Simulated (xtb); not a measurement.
C₂ (SMILES [C]=[C]), singlet, at a GFN2-xTB geometry; GFN1-xTB in xtb.

Here is a job for xtb.
```
$ xtb mol.xyz --gfn 1 --grad --json

# file mol.xyz
2

C     -0.00000000    -0.00000000    -0.58034761
C      0.00000000     0.00000000     0.58034761
```

Question: Predict the main parts of the log of this xtb run.

Answer: 
```
   ID    Z sym.   atoms
    1    6 C      1, 2

           -------------------------------------------------
          |                Calculation Setup                |
           -------------------------------------------------

           -------------------------------------------------
          |                 G F N 1 - x T B                 |
           -------------------------------------------------

          ...................................................
          :                      SETUP                      :
          :.................................................:
          :  # basis functions                   8          :
          :  # atomic orbitals                   8          :
          :  # shells                            4          :
          :  # electrons                         8          :
          :  # halogen bonds                     0          :
          :  max. iterations                   250          :
          :  Hamiltonian                  GFN1-xTB          :
          :  restarted?                      false          :
          :  GBSA solvation                  false          :
          :  PC potential                    false          :
          :  electronic temp.          300.0000000     K    :
          :  accuracy                    1.0000000          :
          :  -> integral cutoff          0.2500000E+02      :
          :  -> integral neglect         0.1000000E-07      :
          :  -> SCF convergence          0.1000000E-05 Eh   :
          :  -> wf. convergence          0.2000000E-04 e    :
          :  Broyden damping             0.4000000          :
          :  net charge                          0          :
          :  unpaired electrons                  0          :
          ...................................................

 iter      E             dE          RMSdq      gap      omega  full diag
   1     -4.1213220 -0.412132E+01  0.967E+00    2.79       0.0  T
   2     -4.1213223 -0.234526E-06  0.580E+00    2.79       1.0  T
   3     -4.1213224 -0.131462E-06  0.354E-04    2.79     199.7  T
   4     -4.1213224  0.000000E+00  0.241E-10    2.79  100000.0  T
   5     -4.1213224  0.888178E-15  0.989E-14    2.79  100000.0  T

   *** convergence criteria satisfied after 5 iterations ***

         :::::::::::::::::::::::::::::::::::::::::::::::::::::
         ::                     SUMMARY                     ::
         :::::::::::::::::::::::::::::::::::::::::::::::::::::
         :: total energy              -3.982607866537 Eh    ::
         :: gradient norm              0.018002068989 Eh/a0 ::
         :: HOMO-LUMO gap              2.789098094230 eV    ::
         ::.................................................::
         :: SCC energy                -4.121322404171 Eh    ::
         :: -> electrostatic           0.000274323657 Eh    ::
         :: repulsion energy           0.138960128391 Eh    ::
         :: dispersion energy         -0.000245590757 Eh    ::
         :: halogen bond corr.         0.000000000000 Eh    ::
         :: add. restraining           0.000000000000 Eh    ::
         :: total charge              -0.000000000000 e     ::
         :::::::::::::::::::::::::::::::::::::::::::::::::::::

           -------------------------------------------------
          |                Property Printout                |
           -------------------------------------------------

    * Orbital Energies and Occupations

         #    Occupation            Energy/Eh            Energy/eV
      -------------------------------------------------------------
         1        2.0000           -0.6404600             -17.4278
         2        2.0000           -0.4954864             -13.4829
         3        2.0000           -0.4829718             -13.1423
         4        2.0000           -0.4829718             -13.1423 (HOMO)
         5                         -0.3804743             -10.3532 (LUMO)
         6                         -0.1909927              -5.1972
         7                         -0.1909927              -5.1972
         8                          1.2733078              34.6485
      -------------------------------------------------------------
                  HL-Gap            0.1024975 Eh            2.7891 eV
             Fermi-level           -0.4317231 Eh          -11.7478 eV

  Mulliken/CM5 charges         n(s)   n(p)   n(d)
     1C     0.00000  0.00000   1.317  2.683  0.000
     2C    -0.00000 -0.00000   1.317  2.683  0.000

Wiberg/Mayer (AO) data.
largest (>0.10) Wiberg bond orders for each atom

 ---------------------------------------------------------------------------
     #   Z sym  total        # sym  WBO       # sym  WBO       # sym  WBO
 ---------------------------------------------------------------------------
     1   6 C    3.794 --     2 C    3.794
     2   6 C    3.794 --     1 C    3.794
 ---------------------------------------------------------------------------

Topologies differ in total number of bonds
Writing topology from bond orders to xtbtopo.mol

 dipole moment from electron density (au)
     X       Y       Z
   0.0000   0.0000  -0.0000  total (Debye):    0.000

           -------------------------------------------------
          | TOTAL ENERGY               -3.982607866537 Eh   |
          | GRADIENT NORM               0.018002068989 Eh/α |
          | HOMO-LUMO GAP               2.789098094230 eV   |
           -------------------------------------------------

normal termination of xtb
```
